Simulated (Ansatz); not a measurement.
Coupled-cluster diagnostics for the cluster Be4F6⁺, Ansatz.

Geometry of the doublet (r2SCAN-D4/def2-SVP):

```csv
atom,x (Å),y (Å),z (Å)
Be1,0.965,-1.782,1.041
Be2,-1.479,-1.134,-0.036
Be3,1.491,1.137,0.040
Be4,-1.083,0.907,-0.732
F5,-1.851,0.309,0.518
F6,2.729,1.738,0.209
F7,-0.633,-2.136,0.655
F8,0.141,1.741,-0.657
F9,-1.183,-0.495,-1.460
F10,0.903,-0.285,0.422
```

Correlated methods freeze 6 core orbitals. Another isomer (doublet) lies 0.39 eV lower at PBE0-D4/def2-TZVP; other spin states weren't run for this one.

(1) Estimate the CCSD(T) correlation energy, the shares of MP2 and (T), T1 and the reference's ⟨S²⟩ for: charge 1, doublet, own geometry in def2-SVP; and the rough time on 4 threads of Intel Xeon 6975P-C on a shared host.

Results:

(1) 
```
                          state     basis  correlation (eV)  MP2 share (%)  (T) share (%)     T1  ⟨S²⟩ (pure)  wall time
charge 1, doublet, own geometry  def2-SVP           -34.221           97.9            1.2  0.011  0.75 (0.75)       56 s
```
Customary marks for T1 are 0.02 (closed shells), 0.045 (open shells) and about 0.05 (3d metals). T1 stays under 0.02 throughout.
